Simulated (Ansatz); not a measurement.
Ansatz (a first-principles code) input:
A basis named .json is the Basis Set Exchange file of that set.

Ansatz 0.2 input:
```yaml
crystal:
  periodic: [false, false, false]
  atoms:
    - {symbol: B, position_ang: [0.76089046, 0.10061924, 0.00637154]}
    - {symbol: C, position_ang: [-0.67712499, -0.08954219, -0.00567010]}
    - {symbol: H, position_ang: [1.53824431, -0.77249955, -0.35005774]}
    - {symbol: H, position_ang: [1.27861662, 1.14499785, 0.37364555]}
    - {symbol: H, position_ang: [-1.16512551, -1.01227838, -0.32891878]}
    - {symbol: H, position_ang: [-1.39343780, 0.67393705, 0.30749390]}
basis:
  gaussian:
    orbitals: aug-cc-pVQZ
    fitting: {mean_field: def2-universal-jkfit, correlation: aug-cc-pVQZ-RIFIT.json}
total_charge: -1
magnetization: {spin_polarized: false}
correlation: {method: mp2, electrons: outside_noble_gas}
```

**Question.** Which total energy does the run end on?

**Answer.** -65.19121 Eh (RI-MP2/aug-cc-pVQZ). The basis has 344 functions.

It need not be the lowest isomer of its formula. Whether it binds its extra electron was not tested at this geometry.
